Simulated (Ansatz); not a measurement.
The cluster Sr₃Te₃. Charge 0, multiplicity 1. Geometry PBE-D4/def2-SVP, basis def2-TZVP, Ansatz.

Cartesian coordinates in Å:
```
Sr -0.774 2.585 -0.211
Sr 0.762 -0.996 2.404
Sr 0.016 -1.588 -2.190
Te -0.032 1.926 2.662
Te -0.923 1.210 -2.919
Te 0.952 -3.137 0.254
```

| run | HOMO (eV) | LUMO (eV) |
| --- | --- | --- |
| A | -4.37 | -2.46 |
| B | -5.90 | -1.43 |
| C | -5.00 | -2.12 |
| D | -5.22 | -1.88 |
| E | -4.54 | -2.07 |

In the def2 sets Sr, Te take a core potential; there is no spin–orbit coupling. B3LYP takes the VWN-RPA correlation. The structure comes from a short search, and lower isomers may exist.

The runs used B3LYP, BHLYP, PBE, PBE0, r2SCAN. Estimate which is which.

A PBE (0 % exact exchange); B BHLYP (50 % exact exchange); C B3LYP (20 % exact exchange); D PBE0 (25 % exact exchange); E r2SCAN (0 % exact exchange). Exact exchange lowers occupied and raises empty levels; among semilocal functionals meta-GGAs tend to open the gap a little, and such runs are hard to tell apart. The gap grows from 1.92 eV (PBE) to 4.48 eV (BHLYP).
